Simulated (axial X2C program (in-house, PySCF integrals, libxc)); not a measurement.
# Spin–orbit effects down a group: molecules with Sn, MP2

Calculated with an axial X2C code built on PySCF integrals, spin-free (one-electron X2C) or two-component (2c: spin–orbit coupling with atomic mean-field Coulomb and Gaunt terms, which also bring small scalar terms), in Dyall basis sets with cores contracted in-house; open shells are unrestricted.

Basis sets: Br dyall-cv3z, Cl dyall-av3z, F dyall-av3z, I dyall-cv3z, Sn dyall-cv3z. Frozen shells (counts by l): SnF Sn 4s3p1d, F 1s, 21 electrons correlated; SnCl Sn 4s3p1d, Cl 2s1p, 21 electrons correlated; SnBr Sn 4s3p1d, Br 3s2p1d, 21 electrons correlated; SnI I 4s3p2d, Sn 4s3p2d, 11 electrons correlated. Where the outer core of a metal is frozen, bonds come out longer and ionisation energies lower. Frozen cores can differ along the series, which adds to the trend.

| molecule | spin-free state | Re (Å) | ωe (cm⁻¹) | De (eV) | 2c state | Re 2c (Å) | ωe 2c (cm⁻¹) | De 2c (eV) |
| --- | --- | --- | --- | --- | --- | --- | --- | --- |
| SnF | M_S = 1/2, Λ = 1 | 1.950 | 575.4 | 5.16 | Ω = 1/2 | 1.953 | 571.8 | n/a |
| SnCl | M_S = 1/2, Λ = 1 | 2.368 | 349.8 | 3.92 | Ω = 1/2 | 2.371 | 347.3 | n/a |
| SnBr | M_S = 1/2, Λ = 1 | 2.507 | 248.0 | 3.40 | Ω = 1/2 | 2.510 | 246.5 | n/a |
| SnI | M_S = 1/2, Λ = 1 | 2.736 | 196.5 | 2.89 | Ω = 1/2 | 2.739 | 195.3 | n/a |

(1) Work out the shifts from the spin-free to the two-component result.

Each entry is the lowest single determinant of a limited PBE0 search at one distance. De goes to single-determinant-based atoms at the same level (for ions the charge split of lowest energy) and is withheld (n/a) where an atom does not fit its ground term or J level. Main or longest-lived isotopes.

## Answers

(1) 

```
molecule  2c state  ΔRe (Å)  Δωe (cm⁻¹)  ΔDe (eV)
     SnF   Ω = 1/2    0.003        -3.6       n/a
    SnCl   Ω = 1/2    0.003        -2.5       n/a
    SnBr   Ω = 1/2    0.003        -1.5       n/a
     SnI   Ω = 1/2    0.003        -1.2       n/a
```

Shifts of one unit in the last digit are rounding.
